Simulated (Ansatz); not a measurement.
Cost and result for the atomization energy of C$_{2}$H$_{9}$NOSn (`C[O][SnH]([CH3])[NH2]`) (14 atoms, 13 bonds).

Cartesian coordinates in Å:
```
C -2.170 0.211 0.830
O -0.836 -0.041 1.171
Sn 0.447 -0.607 -0.227
C 0.905 1.093 -1.421
N 2.115 -1.225 0.716
H -2.735 0.419 1.744
H -2.653 -0.645 0.333
H -2.283 1.085 0.170
H -0.268 -1.937 -1.033
H 1.644 0.829 -2.177
H 0.004 1.459 -1.913
H 1.306 1.881 -0.784
H 2.557 -0.501 1.269
H 1.967 -2.022 1.322
```

Charge 0, multiplicity 1. Correlated methods include outer-core shells of Sn, which these sets cover unevenly. Sn: def2 effective core potential. The structure was optimised at the PBE0-D4/def2-TZVP level. It is one conformer, not always the lowest. Program: Ansatz. All runs use 2 threads of an AMD EPYC 7R13 on a shared host and a share of an NVIDIA H100 80 GB. Times are those of one run each, without the atoms' runs, and a repeat can differ threefold. Electronic energies, without spin–orbit coupling; frozen cores. CCSD(T)/CBS adds CCSD(T) − MP2 in def2-TZVPP to the MP2 limit, and its time is that of the two runs behind it. T1 = 0.012. With those shells the extrapolation isn't a true limit. B3LYP takes the VWN-RPA correlation (the form of Gaussian; ORCA's B3LYP/G).

CCSD(T)/CBS is a level of theory with its own doubt, some kJ/mol a heavy atom from the limit and from the frozen cores, so smaller differences don't rank the functionals.

```csv
level,functions,wall time,atomization (kJ/mol),difference from CCSD(T)/CBS,per bond
PBE-D4/def2-TZVPP (with forces),300,2.5 s,4881.6,41.5,3.2
PBE0-D4/def2-TZVPP,300,2.6 s,4790.6,-49.5,-3.8
ωB97X-V/def2-TZVPP,300,3 s,4832.3,-7.8,-0.6
r2SCAN-D4/def2-TZVPP (with forces),300,3.4 s,4797.9,-42.2,-3.2
B3LYP-D4/def2-TZVPP (with forces),300,3.6 s,4809.2,-30.9,-2.4
B2PLYP/def2-TZVPP,300,4.2 s,4754.5,-85.6,-6.6
MP2/def2-QZVPP,580,4.5 s,4813.7,-26.4,-2.0
ωB97M-V/def2-TZVPP (with forces),300,4.8 s,4818.3,-21.8,-1.7
CCSD(T)/def2-TZVPP,300,8.5 s,4700.7,-139.4,-10.7
CCSD(T)/CBS(def2),–,13 s,4840.1,0.0,0.0
```

In def2-TZVPP, CCSD(T) changes the Hartree–Fock value by +1317.3 kJ/mol (the triples alone add +71.6 kJ/mol) and MP2 by +1346.9 kJ/mol; breaking electron pairs costs correlation energy, which Hartree–Fock lacks. From PBE to PBE0 (25 % exact exchange), in def2-TZVPP and without D4, the atomization energy moves by −87.2 kJ/mol: exact exchange takes away binding that semilocal exchange gives to molecules. The D4 term adds +42.4 kJ/mol with B3LYP and +22.7 kJ/mol with PBE0; it sums over pairs of atoms, weighted by their polarisabilities, and B3LYP, whose exchange is more repulsive, gets the larger term.

Spin–orbit coupling would lower the free Sn atoms strongly, and the atomization energy with them, by more than many differences here. For some Ge, Se and Sn compounds the MP2-based and the directly extrapolated limit differ by 10 to 25 kJ/mol.
